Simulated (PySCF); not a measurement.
System: dichloro(dimethoxy)silane, C2H6Cl2O2Si, net charge 0, singlet state. 
Geometry from a B3LYP-D3(BJ)/def2-TZVP (Ansatz) optimisation:
SMILES: CO[Si](Cl)(Cl)OC
```xyz
13

C     -2.4389     1.2487    -0.3828
O     -1.5927     0.1397    -0.6830
Si    -0.0924    -0.0662    -0.1361
Cl    -0.0684    -0.1533     1.9211
Cl     0.5932    -1.8451    -0.8622
O      0.8420     1.1623    -0.6171
C      2.2162     1.3588    -0.2982
H     -3.3866     1.0814    -0.8908
H     -1.9951     2.1793    -0.7406
H     -2.6146     1.3195     0.6926
H      2.3562     1.4276     0.7825
H      2.8229     0.5397    -0.6899
H      2.5309     2.2916    -0.7622
```
Charge 0, spin multiplicity 1.

Dispersion corrections to the total energy (kcal/mol) from the dftd3 and dftd4 libraries through PySCF: D3(BJ) without and D4 with the three-body term, each with the damping fitted for the functional named.

| functional | D3(BJ) | D4 |
|---|---|---|
| TPSS | -10.66 | -12.04 |
| CAM-B3LYP | -7.20 | -7.87 |
| revPBE | -19.69 | -25.16 |
| BLYP | ___ | -19.21 |
| PW6B95 | ___ | -7.34 |
| B2PLYP | ___ | -6.30 |
| PBE | -8.21 | -8.93 |

Q: Some entries are withheld; supply them.

A: 
- BLYP, D3(BJ): -17.87
- PW6B95, D3(BJ): -4.85
- B2PLYP, D3(BJ): -7.22
